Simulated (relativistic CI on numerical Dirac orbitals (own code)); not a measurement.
# Pm³⁺ (4f4) in a crystal field

Calculated by Dirac-Coulomb-Breit CI, separate exchange-only KLI orbitals for each configuration, model QED (radiative potential, 1s self-energy scaled to tabulated hydrogen-like ionisation energies), valence Slater integrals scaled by 0.7, one configuration in a parametric crystal field (own radial code).

Field parameters in Wybourne normalisation; cubic f-shell fields have B⁴₄ = √(5/14) B⁴₀ and B⁶₄ = −√(7/2) B⁶₀. The field is a parameter set, without covalency.

S and J are read from ⟨S²⟩ = S(S + 1) and ⟨J²⟩ = J(J + 1) of each level; they are not fictitious spins.

Oh, B40 = 320, B60 = 550 cm⁻¹, the lowest 10 levels:

```
E (cm⁻¹)  Degeneracy  Irrep     S     J
     0.0           1     A1  1.97  4.01
    96.6           3     T2  1.97  4.01
     159           3     T1  1.97  4.04
     343           2      E  1.97  4.01
    1628           3     T2  1.98  5.01
    1668           2      E  1.98  5.01
    1672           3     T1  1.98  5.00
    1744           3     T1  1.98  5.00
    3212           1     A2  1.99  6.00
    3234           3     T2  1.99  6.00
```

D4h, B20 = 920, B40 = -1120, B44 = -750, B60 = 600, B64 = 610 cm⁻¹, the lowest 16 levels:

| E (cm⁻¹) | Degeneracy | Irrep | S | J |
| --- | --- | --- | --- | --- |
| 0.0 | 1 | A1 | 1.97 | 4.01 |
| 78.8 | 2 | E | 1.97 | 4.02 |
| 143 | 1 | B1 | 1.97 | 4.02 |
| 273 | 1 | A2 | 1.97 | 4.01 |
| 290 | 2 | E | 1.97 | 4.01 |
| 299 | 1 | A1 | 1.97 | 4.00 |
| 416 | 1 | B2 | 1.97 | 4.00 |
| 1603 | 2 | E | 1.98 | 5.01 |
| 1619 | 1 | A2 | 1.98 | 5.00 |
| 1624 | 1 | B2 | 1.98 | 5.02 |
| 1696 | 1 | B1 | 1.98 | 4.99 |
| 1741 | 2 | E | 1.98 | 5.00 |
| 1794 | 2 | E | 1.98 | 4.99 |
| 1803 | 1 | A1 | 1.98 | 5.00 |
| 1819 | 1 | A2 | 1.98 | 5.00 |
| 3195 | 1 | B1 | 1.99 | 6.02 |

Oh, B40 = -730, B60 = 170 cm⁻¹, the lowest 16 levels:

| E (cm⁻¹) | Degeneracy | Irrep | S | J |
| --- | --- | --- | --- | --- |
| 0.0 | 1 | A1 | 1.97 | 4.00 |
| 91.6 | 3 | T1 | 1.97 | 4.01 |
| 166 | 2 | E | 1.97 | 4.00 |
| 169 | 3 | T2 | 1.97 | 4.00 |
| 1584 | 3 | T2 | 1.98 | 5.00 |
| 1606 | 3 | T1 | 1.98 | 5.00 |
| 1642 | 2 | E | 1.98 | 5.00 |
| 1645 | 3 | T1 | 1.98 | 5.00 |
| 3165 | 1 | A2 | 1.99 | 6.00 |
| 3181 | 3 | T2 | 1.99 | 6.00 |
| 3192 | 2 | E | 1.99 | 6.00 |
| 3227 | 3 | T1 | 1.99 | 6.00 |
| 3230 | 3 | T2 | 1.99 | 6.00 |
| 3234 | 1 | A1 | 1.99 | 6.00 |
| 4808 | 3 | T1 | 1.97 | 7.00 |
| 4815 | 3 | T2 | 1.97 | 7.00 |

The next free-ion level lies 1490 cm⁻¹ above the lowest; the field splits the ground level into components whose J stays near 4 as long as their spread is small against that gap.

Levels of this model without a field, named by their leading LS term (the scale mimics covalency, so terms lie below those of the real free ion): 5I_4 0, 5I_5 1490, 5I_6 3080, 5I_7 4717, 5I_8 6367, 5F_1 11517, 5F_2 11897, 5F_3 12778 cm⁻¹.
